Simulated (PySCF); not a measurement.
Dipole moment and polarisability of SiCl3(NHMe)

SiCl3(NHMe), CH4Cl3NSi.
Structure used (PBE0-D3(BJ)/def2-SVP), in Å, numbered top down from 1:
```xyz
10
CH4Cl3NSi angstrom
Si     0.543    0.891    0.836
Cl     0.496    0.910    2.882
Cl     2.493    0.921    0.196
Cl    -0.300    2.611    0.098
N     -0.286   -0.490    0.324
C     -0.506   -0.878   -1.051
H     -0.634   -1.125    1.032
H     -1.579   -0.964   -1.289
H     -0.087   -0.117   -1.726
H     -0.017   -1.835   -1.298
```

Level: B3LYP/def2-SVPD (PySCF), static field, nuclei fixed, core orbitals frozen in the response. The polarisability tensor in these axes (au):

```
x   83.64 -0.02  1.47
y   -0.02 83.45  2.38
z    1.47  2.38 89.03
```

**Question.** What are the eigenvalues, a third of the trace, and Δα (Δα² = ½Σ(αi − αj)² over the three pairs)?

**Answer.** Principal values 82.32, 83.61 and 90.19 au; mean 85.37 au = 12.65 Å³ = 14.08 × 10⁻⁴⁰ C²·m²/J; Δα = 7.31 au (9 % of the mean).

**Question.** What is the dipole moment, and where does it point?

**Answer.** (-1.29, -2.20, -0.84) D, 2.68 D in size, pointing from the negative to the positive side. Measured along this direction, the outermost atoms are Cl4 and Cl3 at the negative end and H8 and H10 at the positive end.

**Question.** Give the eigenvalues of the traceless quadrupole moment Θ = ½Σq(3rr − r²1), origin at the centre of nuclear charge.

**Answer.** -5.28, -0.69, 5.97 D·Å. The values depend on the origin, since the dipole doesn't vanish. The electronic extent ⟨r²⟩ about the same centre is 1277 bohr², a root-mean-square distance of 2.09 Å for the 82 electrons.

**Question.** What would n − 1 = 2πNα be for an ideal gas of these molecules at 400 K and 1 atm, electronic part alone?

**Answer.** N = p/kT = 1.8347 × 10¹⁹ cm⁻³, so n − 1 = 2π × N × 12.65 × 10⁻²⁴ cm³ = 1458 × 10⁻⁶ at long wavelengths.

**Question.** Sum over states: ᾱ = Σ f/ω², ω in Eh. What share falls to these 10 lowest TDDFT singlets (eV, f)? 5.94, 0.0055; 6.37, 0.0001; 6.93, 0.0005; 7.24, 0.0025; 7.37, 0.0149; 7.64, 0.1158; 7.67, 0.0335; 7.71, 0.0474; 7.71, 0.0224; 7.98, 0.0137.

**Answer.** They add up to 3.28 au, 3.8 % of the 85.37 au; the largest single term is 1.47 au, from the state at 7.64 eV. Terms in order: 0.12, 0.00, 0.01, 0.03, 0.20, 1.47, 0.42, 0.59, 0.28, 0.16 au. Higher excitations give the rest. The strengths listed sum to 0.256.

Geometry: PBE0-D3(BJ)/def2-SVP; no solvent, vibrations or thermal averaging.
